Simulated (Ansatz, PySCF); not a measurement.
This triplet is an excited state, 1.08 eV above the relaxed singlet at the level frozen-core CCSD(T)/cc-pVTZ // PBE0-D3(BJ)/def2-TZVP (Ansatz, an electronic-structure program).

**CH4Ge, SMILES `[CH3][GeH]` (excited triplet) (charge 0, multiplicity 3)**

Calculation: PBE0-D3(BJ)/def2-TZVP in PySCF.

The highest occupied spin orbital comes out as -4.98 eV, the dipole moment comes out as 1.03 D and the total energy is -2117.1321 Ha. The cost is very roughly 40 core-seconds.

```xyz
6

C     -0.6436     0.0009    -0.0205
Ge     1.2191    -0.5536    -0.3579
H     -0.8471    -0.0403     1.0502
H     -1.3188    -0.6769    -0.5409
H     -0.7936     1.0147    -0.3938
H      2.3839     0.2552     0.2629
```
Charge 0, spin multiplicity 3.
